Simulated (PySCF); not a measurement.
## An excited-state table with gaps

Compound: (H2Ga-mu-H)3.
Cartesian coordinates in Å at the PBE0-D3(BJ)/def2-SVP level; atoms count from 1:
```xyz
12
Ga3H9 angstrom
Ga    -0.4906    1.6399   -0.4103
H      0.2168    3.0085   -0.1757
H     -1.8178    1.2898   -1.1490
H      0.7741    0.6833   -1.0626
Ga     0.7721   -1.0233   -1.2252
H      2.2434   -1.4159   -0.8963
H     -0.1315   -1.3930   -2.4392
H     -0.2093   -1.4256    0.1222
Ga    -0.2500   -0.6407    1.6450
H     -1.5775   -1.1758    2.2613
H      1.1954   -0.5897    2.2255
H     -0.6097    0.9597    1.1553
```

Level of theory: TDDFT B3LYP/def2-SVPD, vertical, gas phase, core orbitals frozen in the response (PySCF 2.14.0, density-fitted response routines). The B3LYP/def2-SVPD calculation is non-relativistic and has no spin–orbit coupling, an omission that weighs most on gallium.

Lowest singlets, with some entries withheld (?). The highest level found (7.46 eV, f 0.044 so far) is left out, since the window may have cut off a degenerate partner. Orbitals of the list HOMO-3 to LUMO+2 that lie within 0.01 eV of each other are written together with a slash and their weights summed (≥ marks a lower bound); for degenerate orbitals outside that list single weights are arbitrary.

```tsv
state	E (eV)	f	main configurations (H = HOMO, L = LUMO)
S1	6.44	?	H→L (94%)
S2	6.57	?	H→L+1 (54%), H-1→L (37%)
S3	6.65	?	H-1→L+1 (83%), H→L+2 (10%)
S4	6.67	?	H-1→L (59%), H→L+1 (36%)
S5	6.85	?	H-3→L (41%), H→L+2 (28%), H-2→L+1 (16%)
S6	6.87	?	H-3→L+1 (52%), H-2→L (23%), H-1→L+2 (10%)
S7	6.93	?	H-4→L (38%), H-2→L (35%), H-2→L+2 (9%)
S8	7.01	?	H-3→L (32%), H→L+2 (26%), H-1→L+2 (19%)
S9	7.02	?	H-2→L+1 (30%), H→L+2 (28%), H-1→L+2 (15%)
S10	7.03	?	H-2→L+1 (38%), H-1→L+2 (26%), H-3→L (15%)
S11	7.15	?	H-4→L (32%), H-3→L+1 (27%), H-1→L+2 (15%)
S12	7.26	?	H-4→L+1 (66%), H-3→L+2 (17%), H-5→L (10%)
S13	7.29	?	H-2→L+2 (64%), H-4→L (16%)
S14	7.32	?	H-5→L (48%), H-3→L+2 (37%)
```

What stands in place of each question mark?

- S1: f = 0.0000
- S2: f = 0.0008
- S3: f = 0.0000
- S4: f = 0.097
- S5: f = 0.0016
- S6: f = 0.017
- S7: f = 0.069
- S8: f = 0.047
- S9: f = 0.057
- S10: f = 0.094
- S11: f = 0.096
- S12: f = 0.038
- S13: f = 0.0034
- S14: f = 0.0020

How far apart are S4 and S9, in eV and cm⁻¹?

7.016 − 6.672 = 0.344 eV, or about 2780 cm⁻¹.

What is the mean static polarisability from the same response equations?

103.5 au (15.33 Å³), with principal values 91.5, 108.7 and 110.2 au.

Which level carries the most intensity, and what share of the listed sum of f?

S9/S10, with f = 0.151 of 0.522, 29%.

All these states lie below the vertical ionisation energy of 10.44 eV (ΔSCF).

Time: 7.2 min (with the writing of density and orbital grids); peak memory 0.93 GiB. Hardware: Intel Xeon at 2.50 GHz, one thread (shared host).
